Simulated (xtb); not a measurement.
O4Ru, charge -1, doublet, from a rough starting geometry (GFN-xTB shapes and energies of metal compounds can be far from the true ones) (the multiplicity is a formal guess); GFN2-xTB (xtb).

The xtb input:
```
$ xtb mol.xyz --gfn 2 --chrg -1 --uhf 1 --opt vtight --json

# file mol.xyz
5

Ru    -0.01223793     0.01936391    -0.00996463
O      1.13587765     0.63311566    -0.88690787
O      0.73155645    -0.80711539     1.16280820
O     -0.84801405    -0.95027704    -0.80661477
O     -0.90028072     1.17312566     0.69214184
```

What does xtb print? Leave out banner, timings and long lists.


```
   ID    Z sym.   atoms
    1   44 Ru     1
    2    8 O      2-5

           -------------------------------------------------
          |                Calculation Setup                |
           -------------------------------------------------

           -------------------------------------------------
          |                 G F N 2 - x T B                 |
           -------------------------------------------------

          ...................................................
          :                      SETUP                      :
          :.................................................:
          :  # basis functions                  26          :
          :  # atomic orbitals                  25          :
          :  # shells                           11          :
          :  # electrons                        33          :
          :  max. iterations                   250          :
          :  Hamiltonian                  GFN2-xTB          :
          :  restarted?                      false          :
          :  GBSA solvation                  false          :
          :  PC potential                    false          :
          :  electronic temp.          300.0000000     K    :
          :  accuracy                    1.0000000          :
          :  -> integral cutoff          0.2500000E+02      :
          :  -> integral neglect         0.1000000E-07      :
          :  -> SCF convergence          0.1000000E-05 Eh   :
          :  -> wf. convergence          0.1000000E-03 e    :
          :  Broyden damping             0.4000000          :
          :  net charge                         -1          :
          :  unpaired electrons                  1          :
          ...................................................

 iter      E             dE          RMSdq      gap      omega  full diag
   1    -18.8790472 -0.188790E+02  0.132E+01    0.12       0.0  T
   2    -18.6329023  0.246145E+00  0.156E+01    0.03       1.0  T
   3    -19.5677034 -0.934801E+00  0.436E+00    0.04       1.0  T
   4    -19.5615152  0.618824E-02  0.363E+00    0.06       1.0  T
   5    -19.5688022 -0.728699E-02  0.259E+00    0.02       1.0  T
   6    -19.5711196 -0.231746E-02  0.154E+00    0.06       1.0  T
   7    -19.5745390 -0.341932E-02  0.351E-01    0.03       1.0  T
   8    -19.5746790 -0.140031E-03  0.201E-01    0.04       1.0  T
   9    -19.5747043 -0.253240E-04  0.144E-01    0.04       1.0  T
[...]
 * total energy  :   -19.5085967 Eh     change       -0.1515168E-02 Eh
 * total energy  :   -19.5091868 Eh     change       -0.5900346E-03 Eh
 * total energy  :   -19.5099457 Eh     change       -0.7589604E-03 Eh
 * total energy  :   -19.5106254 Eh     change       -0.6796388E-03 Eh
 * total energy  :   -19.5131191 Eh     change       -0.2493759E-02 Eh
 * total energy  :   -19.5135590 Eh     change       -0.4398947E-03 Eh
 * total energy  :   -19.5140482 Eh     change       -0.4892125E-03 Eh
 * total energy  :   -19.5140996 Eh     change       -0.5138214E-04 Eh
 * total energy  :   -19.5141029 Eh     change       -0.3311007E-05 Eh
 * total energy  :   -19.5141043 Eh     change       -0.1340061E-05 Eh
 * total energy  :   -19.5141048 Eh     change       -0.5478838E-06 Eh
 * total energy  :   -19.5141049 Eh     change       -0.2912362E-07 Eh
   *** GEOMETRY OPTIMIZATION CONVERGED AFTER 15 ITERATIONS ***
         :: total energy             -19.514104856208 Eh    ::
[...]

     #   Z          covCN         q      C6AA      α(0)
     1  44 Ru       3.234     0.555   286.578    35.859
     2   8 O        0.808    -0.389    21.477     6.212
     3   8 O        0.808    -0.389    21.477     6.212
     4   8 O        0.808    -0.389    21.477     6.212
     5   8 O        0.808    -0.389    21.476     6.212

 Mol. C6AA /au·bohr⁶  :       1216.064460
 Mol. C8AA /au·bohr⁸  :      62531.248234
 Mol. α(0) /au        :         60.707970

Wiberg/Mayer (AO) data.
largest (>0.10) Wiberg bond orders for each atom

 ---------------------------------------------------------------------------
     #   Z sym  total        # sym  WBO       # sym  WBO       # sym  WBO
 ---------------------------------------------------------------------------
     1  44 Ru   7.395 --     5 O    1.849     3 O    1.849     2 O    1.848
                             4 O    1.848
     2   8 O    2.432 --     1 Ru   1.848     5 O    0.203     3 O    0.203
                             4 O    0.178
     3   8 O    2.432 --     1 Ru   1.849     4 O    0.203     2 O    0.203
                             5 O    0.178
     4   8 O    2.432 --     1 Ru   1.848     3 O    0.203     5 O    0.203
                             2 O    0.178
     5   8 O    2.432 --     1 Ru   1.849     2 O    0.203     4 O    0.203
                             3 O    0.178
 ---------------------------------------------------------------------------

Topologies differ in total number of bonds
Writing topology from bond orders to xtbtopo.mol

molecular dipole:
                 x           y           z       tot (Debye)
 q only:       -0.041      -0.025      -0.055
   full:       -0.041      -0.025      -0.052       0.181
molecular quadrupole (traceless):
                xx          xy          yy          xz          yz          zz
 q only:       -1.360      -0.074      -1.282      -0.435       0.710       2.643
  q+dip:       -1.612      -0.092      -1.518      -0.513       0.841       3.130
   full:       -1.434      -0.080      -1.350      -0.457       0.748       2.784

optimized geometry written to: xtbopt.xyz

           -------------------------------------------------
          | TOTAL ENERGY              -19.514104856208 Eh   |
          | GRADIENT NORM               0.000156712289 Eh/α |
          | HOMO-LUMO GAP               0.889329863368 eV   |
           -------------------------------------------------

normal termination of xtb
```
